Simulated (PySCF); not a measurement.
H₉P₃Si₃.
Structure used (GFN2-xTB), in Å, numbered top down from 1:
```
atom  x, y, z in Å
Si1   -1.5616   -1.3033    0.3308
P2    -2.2061    0.8440    0.3640
Si3   -0.2673    1.9151    0.7137
P4     1.2199    1.5742   -0.9354
Si5    1.6985   -0.6004   -0.6851
P6    -0.1152   -1.7474   -1.3299
H7    -1.0397   -1.6203    1.6686
H8    -2.7554   -2.1121    0.0727
H9    -2.1862    0.9988   -1.0068
H10   -0.5596    3.3505    0.7225
H11    0.2182    1.5098    2.0414
H12    2.3074    2.0174   -0.2141
H13    2.7724   -0.9208   -1.6304
H14    2.1604   -0.9487    0.6713
H15    0.3098   -2.9488   -0.8052
```

Level of theory: TDDFT CAM-B3LYP/def2-SVPD, vertical, gas phase, core orbitals frozen in the response (PySCF).

Ground-to-excited transition dipoles (e·a0, same axes as the geometry; the sign carries no meaning), for the states with f of 0.002 or more among the lowest 7:

```tsv
state	E (eV)	μx	μy	μz
S1	5.844	-0.479	0.201	-0.092
S2	5.930	-0.109	0.054	0.063
S3	5.952	0.118	0.283	0.032
S4	6.033	-0.070	-0.175	-0.024
S5	6.161	0.509	-0.178	-0.258
S6	6.193	0.228	-0.009	-0.581
S7	6.200	-0.096	-0.237	-0.049
```

**Question.** What oscillator strength does each state have?

**Answer.** f = (2/3) ΔE |μ|² with ΔE in hartree (27.2114 eV).

```
state  |μ|² (au)  |μ| (D)      f
   S1      0.278     1.34  0.040
   S2      0.019     0.35  0.003
   S3      0.095     0.78  0.014
   S4      0.036     0.48  0.005
   S5      0.358     1.52  0.054
   S6      0.390     1.59  0.059
   S7      0.068     0.66  0.010
```

**Question.** Which bond between heavy atoms lies closest to the direction of the S6 transition dipole?

**Answer.** Si3–P4 and Si1–P6, at 22° from it; next P2–Si3 at 81°.

**Question.** What angle do the transition dipoles of S1 and S7 make?

**Answer.** |cos θ| = |μa·μb| / (|μa| |μb|) = 0.02, so θ ≈ 89° (taken between 0 and 90°, since the signs are arbitrary).

**Question.** What peak molar absorption coefficient would the strongest computed level give as a lone Gaussian band 0.4 eV wide at half height?

**Answer.** ε(max) = 2.175×10⁸ f / FWHM, with the width in cm⁻¹. S6: 2.175×10⁸ × 0.0591 / 3226 ≈ 4000 L mol⁻¹ cm⁻¹.

One conformer stands for the species.

Without π bonds the low states may be Rydberg-like; a valence basis with one diffuse set may place them up to an eV too high.
